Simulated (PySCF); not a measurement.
# Correlation energy of Al (aluminium, neutral)

[Ne] 3s1 3p1 4s1, high-spin 4P determinant (an excited configuration). All numbers are calculated (PySCF 2.14, no relativity, point nucleus, in dyall-acv3z (19s12p6d4f, 113 functions)). Frozen: [Ne]; 3 electrons correlated; the 23 highest virtual orbitals of each spin left out.

```tsv
level	correlation energy (mhartree)
CCSD	-10.86
(T)	-0.13
CCSD(T)	-10.99
```

Diagnostics: T1 = 0.019, D1 = 0.0457, largest double amplitude 0.043.

Question: Is a single reference adequate?

Answer: Yes: T1 lies below 0.03 and no double amplitude reaches 0.07.
